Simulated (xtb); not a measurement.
CH5GaN (SMILES [CH3][Ga+][NH2]), charge +1, singlet, at a GFN2-xTB geometry (such geometries of metal compounds can be far from the true shape); GFN2-xTB (xtb).

Here is a job for xtb.
```
$ xtb mol.xyz --gfn 2 --chrg 1 --json

# file mol.xyz
8

Ga    -0.02078167    -0.04139309     0.01871991
C     -0.32965711     1.59034736    -1.18372534
H     -1.18371196     2.14260301    -0.78054048
H     -0.53325475     1.22375778    -2.19427313
H      0.58532729     2.19041600    -1.15293618
N      0.45638313    -1.42157676     1.12474740
H      0.54897475    -2.36245116     0.73536416
H      0.01015732    -1.50218645     2.04118885
```

The log (banner, timings and long lists left out):

```
   ID    Z sym.   atoms
    1   31 Ga     1
    2    6 C      2
    3    1 H      3-5, 7, 8
    4    7 N      6

           -------------------------------------------------
          |                Calculation Setup                |
           -------------------------------------------------

           -------------------------------------------------
          |                 G F N 2 - x T B                 |
           -------------------------------------------------

          ...................................................
          :                      SETUP                      :
          :.................................................:
          :  # basis functions                  23          :
          :  # atomic orbitals                  22          :
          :  # shells                           12          :
          :  # electrons                        16          :
          :  max. iterations                   250          :
          :  Hamiltonian                  GFN2-xTB          :
          :  restarted?                      false          :
          :  GBSA solvation                  false          :
          :  PC potential                    false          :
          :  electronic temp.          300.0000000     K    :
          :  accuracy                    1.0000000          :
          :  -> integral cutoff          0.2500000E+02      :
          :  -> integral neglect         0.1000000E-07      :
          :  -> SCF convergence          0.1000000E-05 Eh   :
          :  -> wf. convergence          0.1000000E-03 e    :
          :  Broyden damping             0.4000000          :
          :  net charge                          1          :
          :  unpaired electrons                  0          :
          ...................................................

 iter      E             dE          RMSdq      gap      omega  full diag
   1     -8.4019635 -0.840196E+01  0.194E+01    1.97       0.0  T
   2     -8.4052727 -0.330929E-02  0.115E+01    3.34       1.0  T
   3     -7.9870005  0.418272E+00  0.822E+00    1.37       1.0  T
   4     -8.4396900 -0.452690E+00  0.429E+00    2.96       1.0  T
   5     -8.4435532 -0.386328E-02  0.239E+00    2.78       1.0  T
   6     -8.4447042 -0.115096E-02  0.822E-01    2.65       1.0  T
   7     -8.4451794 -0.475221E-03  0.159E-01    2.58       1.0  T
   8     -8.4452105 -0.311040E-04  0.121E-01    2.59       1.0  T
[...]
         :: total energy              -8.351354055846 Eh    ::
[...]
     1  31 Ga       1.659     0.397   211.505    32.797
     2   6 C        3.622    -0.139    23.676     7.014
     3   1 H        0.924     0.176     1.228     1.733
     4   1 H        0.924     0.176     1.229     1.734
     5   1 H        0.924     0.175     1.234     1.737
     6   7 N        2.526    -0.305    27.902     7.845
     7   1 H        0.860     0.260     0.846     1.441
     8   1 H        0.860     0.260     0.846     1.441

 Mol. C6AA /au·bohr⁶  :        862.596452
 Mol. C8AA /au·bohr⁸  :      48386.004487
 Mol. α(0) /au        :         55.741421

Wiberg/Mayer (AO) data.
largest (>0.10) Wiberg bond orders for each atom

 ---------------------------------------------------------------------------
     #   Z sym  total        # sym  WBO       # sym  WBO       # sym  WBO
 ---------------------------------------------------------------------------
     1  31 Ga   2.569 --     6 N    1.291     2 C    0.952
     2   6 C    3.952 --     1 Ga   0.952     3 H    0.898     4 H    0.898
                             5 H    0.896     6 N    0.297
     3   1 H    0.969 --     2 C    0.898
     4   1 H    0.969 --     2 C    0.898
     5   1 H    0.969 --     2 C    0.896
     6   7 N    3.323 --     1 Ga   1.291     7 H    0.865     8 H    0.865
                             2 C    0.297
     7   1 H    0.932 --     6 N    0.865
     8   1 H    0.932 --     6 N    0.865
 ---------------------------------------------------------------------------

Topologies differ in total number of bonds
Writing topology from bond orders to xtbtopo.mol

molecular dipole:
                 x           y           z       tot (Debye)
 q only:       -0.296       0.320      -0.332
   full:       -0.502       0.298      -0.403       1.803
molecular quadrupole (traceless):
                xx          xy          yy          xz          yz          zz
 q only:       -7.320      -2.179       6.745       0.802      -9.154       0.575
  q+dip:       -8.398      -1.825       7.761       0.127      -9.683       0.637
   full:       -6.129      -0.606       5.451      -1.117      -5.460       0.678

           -------------------------------------------------
          | TOTAL ENERGY               -8.351354055846 Eh   |
          | GRADIENT NORM               0.000052020050 Eh/α |
          | HOMO-LUMO GAP               2.577905733274 eV   |
           -------------------------------------------------

normal termination of xtb
```
